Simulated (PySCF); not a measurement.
H₂BN, triplet, at a GFN2-xTB geometry (a higher spin typed on purpose: for a closed-shell molecule this is an excited state), with bond 3-1 at 1.8 times its length; CASSCF(2,3)/def2-SVP (PySCF).

PySCF was given this input:
```python
from pyscf import gto, scf, mcscf
import numpy

mol = gto.M(
    atom='''
B     0.646777   -0.222828    0.407896
N    -0.557039    0.065764   -0.094344
H     2.125516    0.444278   -1.056137
H    -0.802915    0.506008   -0.973616
''',
    basis='def2-svp',
    charge=0,
    spin=2,
    verbose=4,
)

mf = scf.ROHF(mol)
mf.kernel()
mc = mcscf.CASSCF(mf, 3, 2)
mc.fix_spin_(ss=2.0)
mc.kernel()
occ = numpy.linalg.eigvalsh(mc.fcisolver.make_rdm1(mc.ci, mc.ncas, mc.nelecas))[::-1]
ss = mc.fcisolver.spin_square(mc.ci, mc.ncas, mc.nelecas)[0]
print('natural occupations', occ.round(4), ' <S^2>', round(ss, 4))
```

Task: Predict the main parts of the log of this PySCF run.

Result: 
```
PySCF version 2.14.0

[INPUT] verbose = 4
[INPUT] num. atoms = 4
[INPUT] num. electrons = 14
[INPUT] charge = 0
[INPUT] spin (= nelec alpha-beta = 2S) = 2
[INPUT] symmetry False subgroup None
[INPUT] Mole.unit = angstrom
[INPUT] Symbol           X                Y                Z      unit          X                Y                Z       unit  Magmom
[INPUT]  1 B      0.646777000000  -0.222828000000   0.407896000000 AA    1.222231393668  -0.421083892885   0.770811727306 Bohr   0.0
[INPUT]  2 N     -0.557039000000   0.065764000000  -0.094344000000 AA   -1.052651150702   0.124275948856  -0.178284321496 Bohr   0.0
[INPUT]  3 H      2.125516000000   0.444278000000  -1.056137000000 AA    4.016643113381   0.839563743170  -1.995809680020 Bohr   0.0
[INPUT]  4 H     -0.802915000000   0.506008000000  -0.973616000000 AA   -1.517289451305   0.956216536839  -1.839867590495 Bohr   0.0

nuclear repulsion = 21.4399806668399
number of shells = 18
number of NR pGTOs = 62
number of NR cGTOs = 38
basis = def2-svp
ecp = {}

******** <class 'pyscf.scf.rohf.ROHF'> ********
method = ROHF
initial guess = minao
damping factor = 0
level_shift factor = 0
DIIS = <class 'pyscf.scf.diis.CDIIS'>
diis_start_cycle = 1
diis_space = 8
diis_damp = 0
SCF conv_tol = 1e-09
SCF conv_tol_grad = None
SCF max_cycles = 50
direct_scf = True
direct_scf_tol = 1e-13
num. doubly occ = 6  num. singly occ = 2
Set gradient conv threshold to 3.16228e-05
init E= -79.8771708778346
  HOMO = -0.133975458263788  LUMO = 0.103598772678305  gap/eV = 6.46472
cycle= 1 E= -79.9819480518725  delta_E= -0.105  |g|= 0.294  |ddm|= 1.36
  HOMO = -0.205526319716838  LUMO = 0.126962932028406  gap/eV = 9.04749
cycle= 2 E= -80.0166717926406  delta_E= -0.0347  |g|= 0.225  |ddm|= 0.485
  HOMO = -0.169297176174778  LUMO = 0.135828204788437  gap/eV = 8.30288
cycle= 3 E= -80.037259045366  delta_E= -0.0206  |g|= 0.0961  |ddm|= 0.197
  HOMO = -0.160764395506695  LUMO = 0.148107431406371  gap/eV = 8.40483
cycle= 4 E= -80.0451546513842  delta_E= -0.0079  |g|= 0.0497  |ddm|= 0.11
  HOMO = -0.161447514996124  LUMO = 0.148509887237422  gap/eV = 8.43437
cycle= 5 E= -80.0501576101567  delta_E= -0.005  |g|= 0.0328  |ddm|= 0.114
  HOMO = -0.161076141744887  LUMO = 0.152068494308516  gap/eV = 8.52110
cycle= 6 E= -80.0517297476377  delta_E= -0.00157  |g|= 0.0132  |ddm|= 0.0674
  HOMO = -0.159982895517787  LUMO = 0.152609183967559  gap/eV = 8.50606
cycle= 7 E= -80.0520412074624  delta_E= -0.000311  |g|= 0.00749  |ddm|= 0.0296
  HOMO = -0.160066486320077  LUMO = 0.153554992264753  gap/eV = 8.53408
cycle= 8 E= -80.052145803595  delta_E= -0.000105  |g|= 0.00249  |ddm|= 0.0197
  HOMO = -0.15992483933735  LUMO = 0.153729221835497  gap/eV = 8.53496
cycle= 9 E= -80.0521609800439  delta_E= -1.52e-05  |g|= 0.000809  |ddm|= 0.00945
  HOMO = -0.160019803816358  LUMO = 0.153724350476307  gap/eV = 8.53741
cycle= 10 E= -80.0521617505092  delta_E= -7.7e-07  |g|= 0.000426  |ddm|= 0.00247
  HOMO = -0.159986312147878  LUMO = 0.153787612874583  gap/eV = 8.53822
cycle= 11 E= -80.0521620493473  delta_E= -2.99e-07  |g|= 0.00013  |ddm|= 0.0014
  HOMO = -0.160006413953681  LUMO = 0.153773721040087  gap/eV = 8.53839
cycle= 12 E= -80.0521620844832  delta_E= -3.51e-08  |g|= 3.15e-05  |ddm|= 0.0004
  HOMO = -0.160009840816805  LUMO = 0.15377462489748  gap/eV = 8.53851
cycle= 13 E= -80.0521620856278  delta_E= -1.14e-09  |g|= 9.6e-06  |ddm|= 8.41e-05
  HOMO = -0.160011121210685  LUMO = 0.153775350239957  gap/eV = 8.53856
cycle= 14 E= -80.0521620857411  delta_E= -1.13e-10  |g|= 3.81e-06  |ddm|= 2.34e-05
  HOMO = -0.160010565740781  LUMO = 0.153775404089183  gap/eV = 8.53855
Extra cycle  E= -80.0521620857463  delta_E= -5.2e-12  |g|= 2.53e-06  |ddm|= 4.6e-06
converged SCF energy = -80.0521620857463

******** <class 'pyscf.mcscf.mc1step.CASSCF'> ********
CAS (2e+0e, 3o), ncore = 6, nvir = 29
max_cycle_macro = 50
max_cycle_micro = 4
conv_tol = 1e-07
conv_tol_grad = None
orbital rotation max_stepsize = 0.02
orbital rotation threshold for CI restart = 0.01
augmented hessian ah_max_cycle = 30
augmented hessian ah_conv_tol = 1e-12
augmented hessian ah_linear dependence = 1e-14
augmented hessian ah_level shift = 1e-08
augmented hessian ah_start_tol = 2.5
augmented hessian ah_start_cycle = 3
augmented hessian ah_grad_trust_region = 3
kf_trust_region = 3
kf_interval = 4
ci_response_space = 4
ci_grad_trust_region = 3
with_dep4 0
natorb = False
canonicalization = True
sorting_mo_energy = False
ao2mo_level = 2
internal_rotation = False
******** <class 'pyscf.fci.addons.SpinPenaltyFCISolver'> ********
max. cycles = 50
conv_tol = 1e-08
davidson only = True
linear dependence = 1e-12
level shift = 0.001
max iter space = 12
nroots = 1
pspace_size = 400
spin = None
CASCI E = -80.0521620857451  S^2 = 2.0000000
Set conv_tol_grad to 0.000316228
macro iter   1 (  1 JK    1 micro), CASSCF E = -80.0521620857451  dE =  0.00000000e+00  S^2 = 2.0000000
               |grad[o]|=2.55e-06  |grad[c]|=5.67e-07  |ddm|=    0  |maxRot[o]|=    0
1-step CASSCF converged in   1 macro (  1 JK   1 micro) steps
CASSCF canonicalization
Density matrix diagonal elements [1.00000000e+00 1.00000000e+00 3.35800765e-12]
CASSCF energy = -80.0521620857451
CASCI E = -80.0521620857451  E(CI) = -1.23347832654055  S^2 = 2.0000000
natural occupations [1. 1. 0.]  <S^2> 2.0
```
